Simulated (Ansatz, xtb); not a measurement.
Noncovalent pair: N2 (SMILES N#N) (first 2 atoms) with CH3F (SMILES CF); geometry from B3LYP-D3(BJ)/def2-TZVP, rigid monomers moved along the line of their centres of mass till N1···F4 is 3.57 Å.
(charge 0, multiplicity 1):
```xyz
7

N     -0.43196     0.02127    -0.04456
N      0.49951     0.05338    -0.61087
C     -0.35764    -0.65445     3.89039
F      0.85955    -0.62810     3.21795
H     -1.15734    -0.47028     3.17258
H     -0.48222    -1.63543     4.35059
H     -0.35154     0.12230     4.65605
```

Monomers are frozen at their geometry in the pair; levels with a basis set take the counterpoise correction.

Cores are frozen in the correlated methods. CBS: X⁻³ extrapolation of the correlation energy, Hartree–Fock from the larger set.

The values were computed with Ansatz (a quantum-chemistry and plane-wave program) with Gaussian orbitals; xtb for the GFN methods. 

Question: Give the interaction energy at the level GFN1-xTB.

Answer: -0.3 kcal/mol
